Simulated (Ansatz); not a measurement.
Cartesian coordinates in Å:
```
O 0.315 -0.615 2.347
Si 0.743 -1.538 1.038
Ga 0.453 -0.349 -1.052
Si -0.845 1.697 -1.112
H -0.486 -0.093 2.270
H -0.056 -2.802 0.987
H 2.158 -1.925 1.283
H 1.087 -0.869 -2.398
H -1.831 1.712 -2.229
H 0.062 2.868 -1.290
H -1.601 1.917 0.155
```

The species carries charge 0 and has multiplicity 1.

List the PBE/def2-TZVPP orbital energies in eV (Ansatz). (Best estimate.)

Ansatz gave: Occupied: -10093.83, -1780.01, -1779.50, -1233.78, -1093.50, -1093.39, -1093.38, -510.39, -143.49, -137.68, -137.28, -98.14, -97.81, -97.79, -94.44, -94.40, -94.39, -94.00, -94.00, -94.00, -25.08, -20.12, -20.01, -19.99, -19.85, -19.80, -14.00, -13.33, -11.59, -10.19, -9.21, -8.87, -8.54, -8.48, -7.50, -6.84, -6.01. Lowest empty: -3.21, -1.25, -0.48, -0.28, 0.34, 0.44, 0.92, 1.04.
